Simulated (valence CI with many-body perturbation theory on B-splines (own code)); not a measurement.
## Level structure of Ce³⁶⁺

Method: configuration interaction combined with many-body perturbation theory (CI+MBPT): four valence electrons over a frozen Dirac-Fock core [Ar], a basis of 7 s, 7 p, 8 d, 6 f, 4 g, 1 h functions for each j, with the one-electron correlation potential Σ1, the two-electron term Σ2, the three-electron term Σ3, Breit, model QED; selected CI, second order for the rest, scaled by the run's own slope (own B-spline code, finite nucleus).

The last digits are not significant, and no measured levels were compared; by estimate large intervals hold to a few tenths of a per cent, small ones and those within an open d or f shell to about a per cent. Only levels of the ground parity were solved; by the run's estimate the other parity begins above the list, which can be wrong where configurations are misplaced.

Levels 1 to 31 of 31, with energies above the lowest level, (3d3/2^4) J=0. "Leading %" is the weight of the configuration and term that name the level; weights of strongly mixed levels are sums over their largest components and can fall short, so below about 35 % the name and the second component can differ from the true leading terms, or belong to a minority configuration. In the jj column 3d3/2^4 stands for four electrons in 3d with j = 3/2. Lifetimes count E1, E2, E3, M1 and M2 decay at the calculated energies, and are blank where another channel may lead or the interval is too uncertain; long ones can be off by a factor of two.

| No. | Configuration | Term | J | E (eV) | Leading % | Leading jj | Lifetime | Second component |
| --- | --- | --- | --- | --- | --- | --- | --- | --- |
| 1 | 3d⁴ | ³P | 0 | 0.000 | 54 | 3d3/2^4 (95 %) |  | 36 % 3d⁴ ⁵D |
| 2 | 3d⁴ | ⁵D | 1 | 15.994 | 68 | 3d3/2^3 3d5/2 (96 %) | 16.1 μs | 32 % 3d⁴ ³P |
| 3 | 3d⁴ | ⁵D | 2 | 23.921 | 65 | 3d3/2^3 3d5/2 (71 %) | 126 μs | 10 % 3d⁴ ³F |
| 4 | 3d⁴ | ³F | 4 | 25.069 | 31 | 3d3/2^3 3d5/2 (94 %) |  | 20 % 3d⁴ ³H |
| 5 | 3d⁴ | ⁵D | 3 | 27.153 | 44 | 3d3/2^3 3d5/2 (75 %) | 2.06 ms | 25 % 3d⁴ ³F |
| 6 | 3d⁴ | ⁵D | 0 | 38.911 | 60 | 3d3/2^2 3d5/2^2 (93 %) | 3.99 μs | 20 % 3d⁴ ³P |
| 7 | 3d⁴ | ⁵D | 4 | 40.759 | 42 | 3d3/2^2 3d5/2^2 (90 %) | 15.0 μs | 40 % 3d⁴ ³H |
| 8 | 3d⁴ | ³F | 2 | 42.008 | 35 | 3d3/2^2 3d5/2^2 (77 %) | 7.04 μs | 26 % 3d⁴ ⁵D |
| 9 | 3d⁴ | ³G | 3 | 42.780 | 48 | 3d3/2^2 3d5/2^2 (75 %) | 12.9 μs | 37 % 3d⁴ ⁵D |
| 10 | 3d⁴ | ³H | 5 | 45.787 | 70 | 3d3/2^2 3d5/2^2 (100 %) | 25.6 μs | 30 % 3d⁴ ³G |
| 11 | 3d⁴ | ³P | 1 | 47.602 | 52 | 3d3/2^2 3d5/2^2 (87 %) | 8.55 μs | 29 % 3d⁴ ³D |
| 12 | 3d⁴ | ³H | 6 | 47.966 | 56 | 3d3/2^2 3d5/2^2 (98 %) | 20.7 ms | 44 % 3d⁴ ¹I |
| 13 | 3d⁴ | ³G | 4 | 51.216 | 61 | 3d3/2^2 3d5/2^2 (95 %) | 58.2 μs | 34 % 3d⁴ ¹G |
| 14 | 3d⁴ | ³F | 3 | 52.077 | 42 | 3d3/2^2 3d5/2^2 (89 %) | 15.0 μs | 34 % 3d⁴ ³D |
| 15 | 3d⁴ | ³D | 2 | 52.271 | 40 | 3d3/2^2 3d5/2^2 (92 %) | 40.2 μs | 31 % 3d⁴ ³P |
| 16 | 3d⁴ | ³F | 2 | 60.616 | 39 | 3d3/2^2 3d5/2^2 (81 %) | 5.78 μs | 30 % 3d⁴ ³P |
| 17 | 3d⁴ | ³F | 4 | 61.004 | 44 | 3d3/2 3d5/2^3 (55 %) | 7.45 μs | 29 % 3d⁴ ⁵D |
| 18 | 3d⁴ | ³F | 3 | 65.672 | 47 | 3d3/2 3d5/2^3 (91 %) | 4.31 μs | 20 % 3d⁴ ³G |
| 19 | 3d⁴ | ³F | 4 | 68.463 | 45 | 3d3/2^2 3d5/2^2 (62 %) | 8.14 μs | 36 % 3d⁴ ¹G |
| 20 | 3d⁴ | ³G | 5 | 69.159 | 70 | 3d3/2 3d5/2^3 (100 %) | 9.34 μs | 30 % 3d⁴ ³H |
| 21 | 3d⁴ | ³D | 1 | 69.341 | 66 | 3d3/2 3d5/2^3 (90 %) | 3.21 μs | 22 % 3d⁴ ³P |
| 22 | 3d⁴ | ¹I | 6 | 70.174 | 56 | 3d3/2 3d5/2^3 (98 %) | 10.3 μs | 44 % 3d⁴ ³H |
| 23 | 3d⁴ | ³P | 2 | 71.352 | 58 | 3d3/2^2 3d5/2^2 (74 %) | 30.0 μs | 20 % 3d⁴ ¹D |
| 24 | 3d⁴ | ¹S | 0 | 74.089 | 50 | 3d3/2 3d5/2^3 (76 %) | 6.45 μs | 49 % 3d⁴ ³P |
| 25 | 3d⁴ | ³F | 2 | 76.188 | 58 | 3d3/2 3d5/2^3 (71 %) | 4.64 μs | 35 % 3d⁴ ³P |
| 26 | 3d⁴ | ¹F | 3 | 77.182 | 41 | 3d3/2 3d5/2^3 (94 %) | 6.57 μs | 34 % 3d⁴ ³D |
| 27 | 3d⁴ | ³F | 3 | 87.159 | 69 | 3d3/2 3d5/2^3 (99 %) | 8.27 μs | 28 % 3d⁴ ¹F |
| 28 | 3d⁴ | ³P | 1 | 87.702 | 94 | 3d3/2 3d5/2^3 (96 %) | 4.85 μs | 5 % 3d⁴ ³D |
| 29 | 3d⁴ | ¹G | 4 | 88.222 | 76 | 3d3/2 3d5/2^3 (79 %) | 4.61 μs | 17 % 3d⁴ ³F |
| 30 | 3d⁴ | ¹S | 0 | 88.297 | 52 | 3d3/2^2 3d5/2^2 (62 %) | 11.5 μs | 45 % 3d⁴ ³P |
| 31 | 3d⁴ | ¹D | 2 | 90.448 | 60 | 3d3/2 3d5/2^3 (53 %) | 5.75 μs | 23 % 3d⁴ ³P |

The ionisation energy to 3d³ ⁴F3/2 of the next ion comes out as 2501.1 eV (NIST: 2500 ± 5 eV (theoretical)). All 31 levels together are meant to be complete up to 94.090 eV.
